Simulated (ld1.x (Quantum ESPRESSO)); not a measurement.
# What the settings do to the PAW potential of zinc (Zn)

Base potential:

ld1.x (Quantum ESPRESSO) 7.5 input, shortened:

```
&input
   title='Zn', zed=30., rel=1, dft='PZ', iswitch=3,
   config='[Ar] 3d9 4s0 4p0'
 /
 &inputp
   pseudotype=3, lpaw=.true., tm=.true., lloc=-1, rcloc=0.85,
   nlcc=.true., new_core_ps=.true.,
   which_augfun='PSQ', rmatch_augfun_nc=.true.
 /
6
3S  1  0   2.00   0.00  0.95  1.05  0.0
4S  2  0   0.00   0.00  0.95  1.05  0.0
3P  2  1   6.00   0.00  1.10  1.45  0.0
4P  3  1   0.00   0.00  1.10  1.45  0.0
3D  3  2   9.00   0.00  0.95  1.20  0.0
3D  3  2   0.00  -3.15  0.95  1.20  0.0
 &test
   configts(1)='3s2 3p6 3d9 4s0 4p0'
 /
```

Cutoffs, loose and tight: the cutoffs (Ry, on a coarse ladder) from which the occupation-weighted sum of valence levels, in a spherical-Bessel basis at the reference potential, stays within 10 and 1 mRy of its value at 400 Ry. They do not see the model core or the augmentation charge, which bear on the density cutoff. Test errors are all-electron minus pseudo excitation energies from the reference, over the configurations 3s2 3p6 3d10 4s2 4p0; 3s2 3p6 3d10 4s1 4p0; 3s2 3p6 3d10 4s0 4p0; 3s2 3p6 3d9 4s2 4p0; 3s2 3p6 3d8 4s0 4p0; 3s2 3p5 3d10 4s2 4p0; 3s2 3p6 3d10 4s1 4p1 (two spin-polarised tests are not counted in the largest error). A dash means not determined; rows that change the core or the reference have their own tests. The largest error is taken over the tests solved by every variant that gives reliable tests at all: 3s2 3p6 3d10 4s0 4p0; 3s2 3p6 3d10 4s1 4p0; 3s2 3p6 3d10 4s2 4p0; 3s2 3p6 3d9 4s2 4p0.

Cutoffs are not given where the Bessel-basis levels miss the radial ones by over 6 mRy, ghosts where they miss by over 20 mRy; a channel whose overlap is not positive is not tested.

The default core radius of the base comes out at 0.31 bohr.

A file whose overlap is not positive is unfit for use, and its test errors describe a broken file.

```csv
change,outcome,"cutoff, loose","cutoff, tight",bound ghosts,largest test error (meV)
base,generated,100 Ry,180 Ry,none,+6.7
local potential all-electron potential smoothed inside 1.08 bohr (lloc = -1),"generated, overlap not positive",–,–,not determined (overlap not positive),+6.3
"waves 3p (bound): rcut 1.00, rcutus 1.06 bohr; 4p (bound): rcut 1.00, rcutus 1.06 bohr","generated, overlap not positive",–,–,not determined (overlap not positive),+7.9
core correction Bessel-smoothed model core inside 1.00 bohr,generated,100 Ry,180 Ry,none,+6.7
```

(1) What comes out with this change to the base: all radii but the core radius scaled by about 1.23 (s 1.30, p 1.78, d 1.48 bohr, rcut 1.18/1.36/1.18); local potential all-electron potential smoothed inside 1.04 bohr (lloc = -1)?

(2) What comes out with this change to the base: reference 3s2 3p6 3d10 4s2 4p0?

(3) What comes out with this change to the base: functional PBE?

Answers

(1) outcome: generated; cutoff, loose: 50 Ry; cutoff, tight: 90 Ry; bound ghosts: none; largest test error (meV): +11.

(2) outcome: generated, overlap not positive; bound ghosts: not determined (overlap not positive); largest test error (meV): -660. A file whose overlap is not positive is unfit for use, and its test errors describe a broken file.

(3) outcome: generated; cutoff, loose: 100 Ry; cutoff, tight: 160 Ry; bound ghosts: none; largest test error (meV): +6.7.
